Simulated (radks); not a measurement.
Task: Method: non-relativistic Kohn-Sham, PBE, spin-polarised, spherical densities, point nucleus; open shells are filled with parallel spins first; computed with a radial shooting solver on a logarithmic mesh with Libxc functionals. Each species is in its NIST ground configuration. Rank Si2+, Mg2+, Ar2+, Al2+, Cl2+, S2+, P2+ by Delta-SCF ionisation energy (eV), largest first.

Result: Mg2+ 80.495, Ar2+ 40.500, Cl2+ 39.647, S2+ 34.944, Si2+ 33.383, P2+ 30.092, Al2+ 28.822.
